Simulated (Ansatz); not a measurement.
Consider the ligand exchange at the Hf–O bond: `[OH][Hf]([F])([F])[Br]` + H–F → `[F][Hf]([F])([F])[Br]` + H₂O.

Program: Ansatz. Geometries: PBE0-D4/def2-TZVP. ΔE: electronic, gas phase. CBS: MP2 limit from def2 TZ/QZ plus the TZ coupled-cluster correction, frozen cores. This one scheme is used for every species. Functionals use def2-TZVPP. B3LYP here is the variant with VWN-RPA as its local correlation; programs differ in this. HSE06 is defined as in plane-wave codes. def2 core potentials past Kr. For Br, Hf outer-core shells are correlated without core-valence functions, which leaves a few kJ/mol of doubt a bond. Scalar relativity is left out up to krypton. Each species was taken in one conformer, which may not be the lowest.

**Question.** Is it downhill or uphill in electronic energy at CCSD(T)/CBS, and by how much? (An estimate is asked.)

**Answer.** Computed: Downhill: ΔE = -0.38 eV.

**Question.** What do these levels give: BLYP-D4, PBE0-D4, ωB97X-V, ωB97M-V, r2SCAN, B3LYP, r2SCAN0, HSE06, RPA@PBE/def2-TZVPP, SCS-MP2/def2-TZVPP, HF/CBS(def2), CCSD/CBS(def2)? (Best estimate.)

**Answer.** The calculation gave: BLYP-D4 -0.47, PBE0-D4 -0.42, ωB97X-V -0.44, ωB97M-V -0.42, r2SCAN -0.47, B3LYP -0.46, r2SCAN0 -0.42, HSE06 -0.43, RPA@PBE/def2-TZVPP -0.40, SCS-MP2/def2-TZVPP -0.37, HF/CBS(def2) -0.43, CCSD/CBS(def2) -0.38 eV.

Largest T1 diagnostic among the species: 0.014.

From BLYP to BHLYP (50 % exact exchange), in def2-TZVPP and without D4, ΔE moves by +0.08 eV. In def2-TZVPP, CCSD(T) changes the Hartree–Fock value by +0.03 eV (the triples alone add −0.00 eV) and MP2 by +0.07 eV.
